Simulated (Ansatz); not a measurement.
input.yaml

```yaml
crystal:
  lattice:
    - [10.04, 0.0, 0.0]
    - [0.0, 10.04, 0.0]
    - [0.0, 0.0, 10.04]
  atoms:
    - { symbol: Ba, position: [0.0, 0.0, 0.0] }
    - { symbol: Ba, position: [0.5, 0.0, 0.0] }
    - { symbol: Ba, position: [0.0, 0.5, 0.0] }
    - { symbol: Ba, position: [0.0, 0.0, 0.5] }
    - { symbol: Ba, position: [0.25, 0.25, 0.25] }
    - { symbol: Ba, position: [0.5, 0.5, 0.0] }
    - { symbol: Ba, position: [0.5, 0.0, 0.5] }
    - { symbol: Ba, position: [0.75, 0.25, 0.25] }
    - { symbol: Ba, position: [0.0, 0.5, 0.5] }
    - { symbol: Ba, position: [0.25, 0.75, 0.25] }
    - { symbol: Ba, position: [0.25, 0.25, 0.75] }
    - { symbol: Ba, position: [0.5, 0.5, 0.5] }
    - { symbol: Ba, position: [0.75, 0.75, 0.25] }
    - { symbol: Ba, position: [0.75, 0.25, 0.75] }
    - { symbol: Ba, position: [0.25, 0.75, 0.75] }
    - { symbol: Ba, position: [0.75, 0.75, 0.75] }
    - { symbol: C, position: [0.2480101, 0.4966211, 0.3730423] }
basis:
  ecutwfc: 420.0
kpoints:
  mp_grid: { grid: [2, 2, 2] }
hamiltonian:
  xc: pbe
scf:
  occupations: { method: gaussian, width: 0.05 }
  lower_state_search: "off"
relax:
  f_tol: 0.03
  max_steps: 60
  adjacent_minimum: "off"
```

Run as:

```bash
$ ansatz run input.yaml --threads 4 --pin off --max-ram 10240MiB --backend cpu --events-out ev --progress --plain --runs-dir out
```

Hardware: 4 threads of AMD EPYC 7R43 64-Core Processor (Zen 3), on a shared host.

Q: Roughly how long does this run take, and how much memory?

A: 36 s, with a peak of 2.8 GiB, for 5 ionic steps.
